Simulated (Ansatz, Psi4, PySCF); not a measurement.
C₂H₃O₂ (SMILES [CH2]OC=O), doublet, at a GFN2-xTB geometry. Base run: REVPBE/STO-3G (PySCF).

Input for PySCF:
```python
from pyscf import gto, scf, dft

mol = gto.M(
    atom='''
C    -0.879281    0.003510    0.015641
O    -0.818830   -1.011327    0.656700
O     0.170849    0.700151   -0.446594
H    -1.802591    0.513737   -0.288524
C     1.414846    0.280287   -0.206134
H     1.577655   -0.618866    0.359629
H     2.195402    0.891757   -0.608989
''',
    basis='sto-3g',
    charge=0,
    spin=1,
    verbose=4,
)

mf = dft.UKS(mol)
mf.xc = 'revpbe'
mf.kernel()
```

The same geometry, method and basis name were run in Ansatz (a first-principles code) and Psi4 and PySCF, at each program's defaults and at the settings that a row names. The base is PySCF at its defaults. Differences at the defaults can come from grids, fitting, cores and function types together.

```tsv
code and settings	ΔE vs base (mEh)	basis functions	E (Eh)	SCF cycles	dipole (D)
PySCF, defaults (exact integrals, its default grid, spherical functions)	0.000	23	-225.28816	11	1.05
Psi4, defaults (density fitting with its default set, its default grid, spherical functions)	-1.437	23	-225.28959	11	1.05
Ansatz, defaults (factorised integrals, its default grid, spherical functions)	-0.007	23	-225.28816	-	-
PySCF, density fitting with def2-universal-jkfit	-1.431	23	-225.28959	11	1.05
PySCF, fine grid	-0.003	23	-225.28816	11	1.05
Psi4, exact integrals, spherical functions, fine grid	-0.003	23	-225.28816	13	1.05
Ansatz, high accuracy	-0.003	23	-225.28816	-	-
```

Open shells are given as the SCF converged; they aren't shown to be the lowest states, and a large step between rows can be another state.
